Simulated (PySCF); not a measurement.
Compound: C₆H₆N₂O₂.
Numbering: `[CH3:1][O:2][C@H:3]([C:4]#[N:5])[c:6]1[cH:7][n:8][o:9][cH:10]1` (hydrogens: H11, H12, H13 on C1; H14 on C3; H15 on C7; H16 on C10)

Geometry (PBE0-D3(BJ)/def2-SVP, Å), atoms numbered from 1 in this order:
```
atom  x, y, z in Å
C1     2.462   -0.517    0.135
O2     1.143   -0.307    0.569
C3     0.230   -0.069   -0.458
C4     0.533    1.198   -1.168
N5     0.799    2.183   -1.712
C6    -1.148   -0.030    0.114
C7    -1.682    0.885    1.067
N8    -2.916    0.592    1.373
O9    -3.233   -0.513    0.637
C10   -2.192   -0.878   -0.102
H11    3.065   -0.719    1.030
H12    2.531   -1.385   -0.547
H13    2.874    0.370   -0.380
H14    0.276   -0.872   -1.224
H15   -1.196    1.742    1.535
H16   -2.326   -1.754   -0.736
```

Computed with PySCF at CAM-B3LYP/def2-SVPD, non-relativistic, on one gas-phase PBE0-D3(BJ)/def2-SVP geometry that isn't relaxed in the solvent. The solvent is an IEF-PCM continuum (cavity from Bondi-type radii × 1.2). Only the electrostatic response of the medium enters.

Gas phase at CAM-B3LYP/def2-SVPD: HOMO -9.64 eV, LUMO 0.10 eV, dipole 4.36 D.

Problem. What does the continuum do to the energy, the frontier levels and the dipole at CAM-B3LYP/def2-SVPD in benzene and chloroform?

Solution. 
```json
{"solvent": "benzene", "ε": "2.271", "E(solvent) − E(gas) (kJ/mol)": "-20.98", "polarisation term (kJ/mol)": "-23.06", "distortion of the solute (kJ/mol)": "2.08", "HOMO (eV)": "-9.54", "LUMO (eV)": "0.20", "dipole (D)": "4.99"}
{"solvent": "chloroform", "ε": "4.711", "E(solvent) − E(gas) (kJ/mol)": "-33.87", "polarisation term (kJ/mol)": "-39.44", "distortion of the solute (kJ/mol)": "5.57", "HOMO (eV)": "-9.50", "LUMO (eV)": "0.24", "dipole (D)": "5.39"}
```

Polarisation term: ½ Σ q·V over the induced surface charges. Distortion: the rise of the solute's own energy as its density leaves the gas-phase optimum. From benzene to chloroform the lowering changes by a factor 1.61, Onsager's factor (ε − 1)/(2ε + 1) by 1.55 and ε itself by 2.1.

Problem. Which radius a makes the point-dipole formula ΔE = −[(ε − 1)/(2ε + 1)]·μ²/a³ give the value in chloroform, with the gas-phase dipole?

Solution. μ = 1.714 au and |ΔE| = 0.01290 Eh give a = 2.29 Å; the farthest nucleus lies 3.35 Å from the centroid of the nuclei, so such a sphere wouldn't even hold the nuclei. The formula assumes a rigid point dipole at the centre of a sphere.

Problem. Give the dipole vector in the frame of the coordinates (D, pointing from negative to positive charge), gas and chloroform.

Solution. Gas (2.23, -3.66, -0.78), solvent (2.69, -4.53, -1.16). Its length changes by +24 % and its direction by 2°.

Problem. How does the static polarisability (CAM-B3LYP/def2-SVPD, frozen core, with the continuum's full static response) change?

Solution. 
```json
{"medium": "gas", "isotropic (au)": "84.3", "principal values (au)": "70.9, 81.9, 100.1", "⟨r²⟩ of the electrons (bohr²)": "1525.9"}
{"medium": "benzene", "isotropic (au)": "95.1", "principal values (au)": "79.8, 93.4, 112.1", "⟨r²⟩ of the electrons (bohr²)": "1526.8"}
{"medium": "chloroform", "isotropic (au)": "102.4", "principal values (au)": "86.1, 101.4, 119.5", "⟨r²⟩ of the electrons (bohr²)": "1527.5"}
```

The isotropic value in chloroform is 1.21 times the gas-phase one; no cavity-field correction is applied. ⟨r²⟩ is taken about the centre of nuclear charge.
